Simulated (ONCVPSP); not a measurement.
# Transferability test, ONCV potential for mercury

- Element: mercury (Hg)
- Generator: ONCVPSP 4.0.1
- Type: optimised norm-conserving Vanderbilt (ONCV)
- Functional: PW91
- Relativity: scalar-relativistic
- Frozen core: [Xe] 4f14
- Valence charge: 12
- Reference configuration: 5d10 6s2
- Partial waves: 6s: rc 1.90 bohr, ncon 5, nbas 9, qcut 3.1 1/bohr, 2 projectors, debl 0.6 Ha; p scattering state at 0.02 Ha: rc 2.20 bohr, ncon 4, nbas 7, qcut 3.4 1/bohr, 2 projectors, debl 0.6 Ha; 5d: rc 2.25 bohr, ncon 4, nbas 9, qcut 8.1 1/bohr, 2 projectors, debl 2.7 Ha
- Local potential: polynomial inside 1.20 bohr (lpopt 3, dvloc0 -1 Ha)
- Core correction: Teter function, fcfact 4.5, rcfact 1.65

Energies are relative to the spin-unpolarised reference configuration 5d10 6s2; without spin polarisation the order of configurations can differ from experiment.

```csv
valence configuration,charge,ΔE all-electron (eV),error AE − PS (meV)
5d10 6s1,+1,10.770,-29
5d10 6s0,+2,29.843,-173
5d9 6s0,+3,65.452,-386
```

Q: What are ΔE and the potential's error for 5d10 6s1.5?

A: ΔE = 4.396 eV all-electron; the error (AE − PS) is -6.6 meV.

Note: ghosts flagged at negative energy: s at -96.2 eV, p at -2129.0 eV, p at -49.2 eV; GHOST(+) flagged for s at 254.5 eV, p at 392.3 eV. A true bound ghost makes a file unfit for plane-wave use.
